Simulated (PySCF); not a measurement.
These are PBE-D3(BJ)/def2-TZVP // PBE0-D4/def2-SVP in PySCF values and carry that method's errors. Gas-phase values, no solvent. One relaxed conformer stands for a flexible species; it need not be the lowest. Excitations are Tamm–Dancoff values on a coarser integration grid. The basis has no diffuse functions, so Rydberg states are missing or too high.

Reference species (SMILES): `C1C[C@H]2[C@](C=O)([C@@H]1CC2)B` (neutral, multiplicity 1).

The T1 excitation (TDA) is 2.80 eV, the HOMO is -5.72 eV and the HOMO–LUMO gap is 2.91 eV. The LUMO comes out as -2.81 eV.

Changed species: `O=C[C@H]1[C@H]2CC[C@H](C2)[C@H]1B`.

Q: Give the shifts of the T1 excitation (TDA), HOMO, HOMO–LUMO gap and LUMO.

A: the T1 excitation (TDA) increases by 0.51 eV, to 3.31 eV; the HOMO decreases by 0.05 eV, to -5.77 eV; the HOMO–LUMO gap increases by 0.48 eV, to 3.39 eV; the LUMO goes up by 0.43 eV, to -2.38 eV.
